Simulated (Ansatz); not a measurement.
K4H4⁺, that is (KH)4 cube with one electron fewer. Charge 1, multiplicity 2. Geometry PBE0-D4/def2-SVP, that of the neutral singlet; atoms count from 1.

```xyz
8

K     1.295    0.412    1.869
H    -1.125   -0.593    1.827
K    -0.507   -2.252   -0.105
H     1.884   -1.180   -0.127
K     1.168    0.616   -1.897
H     0.488    2.170    0.101
K    -1.955    1.224    0.132
H    -1.247   -0.397   -1.801
```

Problem. Estimate the Mulliken populations from the PBE0/def2-TZVP orbitals of Ansatz.

Solution. 
```csv
atom,charge (e),spin (α − β)
K1,0.64,-0.03
H2,-0.39,0.28
K3,0.64,-0.03
H4,-0.39,0.28
K5,0.64,-0.03
H6,-0.39,0.28
K7,0.64,-0.03
H8,-0.39,0.28
```
Mulliken values depend strongly on the basis.

Problem. Where does the spin sit?

Solution. Summed by element: K -0.11, H 1.11, of 1 unpaired in all. Largest on single atoms: H4 0.28, H6 0.28, H2 0.28.
